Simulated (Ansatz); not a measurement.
Coupled-cluster diagnostics for (I2Ga-mu-OH)2 (Ga₂I₄O₂H₂), Ansatz.

Geometry of the singlet (PBE-D4/def2-SVP):

```xyz
10

Ga   -0.250   -1.195   -0.863
I    -0.150   -3.619   -0.290
I    -0.833   -0.338   -3.152
O     1.283   -0.199   -0.137
Ga    0.297    1.015    1.057
I     0.916    0.685    3.449
I     0.063    3.277   -0.012
O    -1.193   -0.148    0.510
H     1.880    0.219   -0.788
H    -2.012    0.303    0.225
```

In the def2 sets I takes a core potential; there is no spin–orbit coupling. Correlated methods freeze 36 core orbitals; core or outer-core shells of Ga, I are correlated, in sets that lack core-valence functions.

Q: Estimate the CCSD(T) correlation energy, the shares of MP2 and (T), T1 and the reference's ⟨S²⟩ for: charge 0, singlet, own geometry in def2-SVP; and the rough time on 2 threads of AMD EPYC 7R13 on a shared host and a share (18 GiB) of an NVIDIA H100 80GB HBM3.

A: 
| state | basis | correlation (eV) | MP2 share (%) | (T) share (%) | T1 | ⟨S²⟩ (pure) | wall time |
| --- | --- | --- | --- | --- | --- | --- | --- |
| charge 0, singlet, own geometry | def2-SVP | -35.786 | 96.5 | 2.8 | 0.010 | 0.00 (0.00) | 11 s |
Customary marks for T1 are 0.02 (closed shells), 0.045 (open shells) and about 0.05 (3d metals). T1 stays under 0.02 throughout.
